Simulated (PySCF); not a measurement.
Species: C4H3F2N2Si (doublet state).
Structure used (GFN2-xTB), in Å, numbered top down from 1:
```
atom  x, y, z in Å
N1    -1.2517    2.6791   -0.9840
C2    -1.3960    1.6092   -0.6065
Si3   -1.6376   -0.1436    0.0222
C4     0.0235   -0.9534   -0.1400
C5     1.1885   -0.4667    0.6192
F6     1.9063   -1.4693    1.2175
F7     0.8398    0.3814    1.6267
C8     2.0479    0.2297   -0.3550
N9     2.6661    0.7324   -1.1717
H10   -2.5741   -0.8157   -0.8714
H11   -2.0479   -0.0070    1.4183
H12    0.2366   -1.7768   -0.8014
```

The hyperfine couplings belong to this conformer and change with its torsions.

Identity: `N#C[SiH2][CH]C(F)(F)C#N` [radical].

The calculation used UKS B3LYP, pcH-1 on C F H N Si, non-relativistic, mean-field spin-orbit, GIAO (PySCF). Geometry: GFN2-xTB, one conformer, isolated molecule. A GFN2-xTB geometry isn't a minimum of the functional, and hyperfine couplings can be far from their values at a DFT geometry. The SCF solution wasn't tested for stability.

(1) Give the principal g shifts and their parts.

(2) What are the electron Larmor frequencies g μB B/h along the three axes at 3350 mT?

(3) Average each term over the three axes. Which is largest in size?

(4) At 9.674 GHz, how far is the centre of the isotropic spectrum from where a free electron (g = 2.002319) resonates?

(5) In a frozen sample, at which fields do the three g values resonate at 9.5, 34, 94 and 263 GHz (hyperfine left aside), and which band first spreads them over more than twice a line width of 0.3 mT?

Answers

(1) 
```
                    Δg (ppm)     1     2     3
relativistic mass correction  -152  -152  -152
            gauge correction    26    32    37
   orbital Zeeman/spin–orbit   -76   346   470
                       total  -202   226   355
```

So g = 2.00212, 2.00255, 2.00267 and g_iso = 2.00245; the tensor is rhombic: the two nearest values differ by 23 % of g3 − g1. 

(2) 93.8741, 93.8942, 93.9002 GHz for g1, g2 and g3, a range of 26.1 MHz.

(3) The orbital-Zeeman/spin–orbit term 247, the mass correction -152 and the gauge correction 32 ppm, for a total of 126 ppm. The orbital-Zeeman/spin–orbit term is the largest in size. The mass correction is the same along every axis, so the anisotropy comes from the other two: their spans along these axes are 10 (gauge) and 547 ppm (orbital Zeeman/spin–orbit).

(4) B = hν/(g μB) with μB/h = 13.99624 MHz/mT gives 345.19 mT for the free electron and 345.17 mT at g_iso, 0.02 mT lower.

(5) 
```
band    GHz  B(g3) mT  B(g2) mT  B(g1) mT  spread mT
   X    9.5    338.92    338.95    339.02       0.09
   Q   34.0   1212.99   1213.07   1213.33       0.34
   W   94.0   3353.56   3353.78   3354.49       0.93
   J  263.0   9382.83   9383.43   9385.44       2.61
```

The spread grows in proportion to the frequency. W band is the first where it exceeds 0.6 mT.

The Mulliken spin populations are largest on C4 (+1.00) and N9 (+0.07). No atom but C4 exceeds +0.15. The angles at C4 add up to 360.0°, so it is planar; its axial dipolar tensor and the negative coupling of its proton fit spin in a p orbital normal to that plane.

The HOMO–LUMO gaps are 7.14 eV among the α and 5.30 eV among the β orbitals.
